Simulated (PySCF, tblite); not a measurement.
Species: C₅H₅ClF (charge +1).
Numbering: `[CH:1]#[C:2][C+:3]([CH2:4][F:5])[CH2:6][Cl:7]` (hydrogens: H8 on C1; H9, H10 on C4; H11, H12 on C6)

The geometry is computed with GFN2-xTB (gas phase).

(1) What internal coordinates does the optimisation give?

Results:

(1) 
| bond | length (Å) |
| --- | --- |
| C1≡C2 | 1.204 |
| C2–C3 | 1.405 |
| C3–C4 | 1.498 |
| C4–F5 | 1.355 |
| C3–C6 | 1.475 |
| C6–Cl7 | 1.806 |
| C1–H8 | 1.055 |
| C4–H9, C4–H10 | 1.100 |
| C6–H11, C6–H12 | 1.087 |

Bonds in one row agree within 0.01 Å and their mean is given. A selection of angles:
| angle | degrees |
| --- | --- |
| C2–C1–H8 | 178.9 |
| C1–C2–C3 | 179.4 |
| C2–C3–C4 | 116.9 |
| C2–C3–C6 | 121.2 |
| C4–C3–C6 | 120.2 |
| C3–C4–F5 | 110.9 |
| C3–C4–H9 | 112.6 |
| C3–C4–H10 | 108.1 |
| F5–C4–H9 | 108.5 |
| F5–C4–H10 | 107.9 |
| H9–C4–H10 | 108.6 |
| C3–C6–Cl7 | 75.8 |
| C3–C6–H11 | 118.3 |
| Cl7–C6–H11 | 112.1 |
| H11–C6–H12 | 114.9 |

Torsions: C2–C3–C4–F5 180° (antiperiplanar); C2–C3–C6–Cl7 -98° (anticlinal). The mirror-image conformer, all signs reversed, is as good.

C3 (carbon bonded to 3 C) is almost planar (angles 121.2°, 120.2° and 116.9°, sum 358.2°, 0.11 Å off the plane of its three neighbours). The 4 C–C bonds span 1.204 Å (C1≡C2, drawn triple) to 1.498 Å (C3–C4, drawn single), a spread of 0.294 Å. Of the pairs four or more bonds apart, F5···H12 is among the closest relative to their van der Waals radii: 2.41 Å, 90 % of the sum of Bondi's values.

Point group: C1 (no symmetry element, even within 0.4 Å). Its GFN2-xTB frequencies are all real (lowest 88 cm⁻¹). 3 starts were optimised and ended at 0.00, 2.72 and 2.72 kcal/mol (GFN2-xTB); the lowest of these is shown.
